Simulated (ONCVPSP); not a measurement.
**boron (B): one change to an ONCV potential, before and after**

ONCVPSP 4.0.1 input, shortened (lines: element, Z, core and valence counts, functional; n l f; lmax; l rc ep ncon nbas qcut; lloc lpopt rc5 dvloc0; l nproj debl; icmod fcfact rcfact), PBEsol, scalar-relativistic:

```
  B 5.00    1    2  -116133      upf
    1    0    2.00
    2    0    2.00
    2    1    1.00
    1
    0    1.30    0.00    4    7    6.10
    1    4.00    0.00    3    7    4.20
    4    4    1.15    1.00
    0    2    3.10
    1    2    1.10
    2    0.15    1.00
```

All-electron outer shells of the reference configuration (PBEsol, scalar-relativistic, ld1.x):

```csv
shell,level (eV),outermost node (bohr),outermost maximum (bohr)
1s,-179.55,–,0.21
2s,-9.36,0.46,1.52
2p,-3.56,–,1.59
```

Change: s: rc 1.86.

Cutoffs: the cutoffs (Ha) at which the residual kinetic energy of the hardest occupied pseudo-wave falls to 1 and 0.1 mHa per electron; they do not see the model core or the augmentation charge, which bear on the density cutoff. Errors are all-electron minus pseudo energies relative to the spin-unpolarised reference configuration.

Task: How do hardness, ghosts and transferability respond?

Result: The potential gets softer (13 Ha and 17 Ha → 10 Ha and 13 Ha); the errors of the 4 common tests hardly move; neither file shows a bound ghost. A larger radius leaves more room for a smooth pseudo-wave, so fewer plane waves are needed.

```csv
quantity,base,changed
"cutoff, loose",13 Ha,10 Ha
"cutoff, tight",17 Ha,13 Ha
loose cutoff by channel,"s 13 Ha, p 4.6 Ha","s 10 Ha, p 4.6 Ha"
bound ghosts,none,none
GHOST(+) flags under 300 eV,none,none
"error for 2s2 2p0, meV [ΔE 8.14 eV]",+192,+193
"error for 2s1 2p0, meV [ΔE 33.40 eV]",+563,+558
"error for 2s2 2p0.5, meV [ΔE 2.86 eV]",+32,+32
"error for 2s1 2p2, meV [ΔE 5.82 eV]",-42,-45
p: phases at 4.07 bohr within 0.05 rad from the reference energy up to (Ha; the scan ends near 5),1.4,1.4
"rms error of d²Exc/dni dnj with the model core, mHa",0.39,0.44
```
